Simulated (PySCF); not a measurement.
## CsB at PBE

Level: PBE. basis Cs def2-TZVPP with ECP46, B def2-TZVPP; scalar-relativistic core potentials; PySCF 2.14.

```json
{
  "state": "³Π (triplet), unpaired electrons σ ↑, π ↑",
  "bond length": "3.107 Å",
  "harmonic wavenumber": "223 cm⁻¹",
  "force constant": "0.299 mdyn/Å",
  "rotational constant Be": "0.1717 cm⁻¹",
  "anharmonicity ωexe": "1.78 cm⁻¹",
  "vibration–rotation constant αe": "0.00172 cm⁻¹",
  "well depth De to Cs + B": "113 kJ/mol",
  "dissociation energy D0": "111 kJ/mol",
  "bond order (Mayer)": "0.76",
  "dipole moment (positive dipole means Cs(−)B(+))": "-7.19 D"
}
```

Spin–orbit coupling is left out, which matters for elements this heavy, above all for dissociation energies. The state is the lowest determinant that a PBE0 search found; another state may lie lower at other levels.
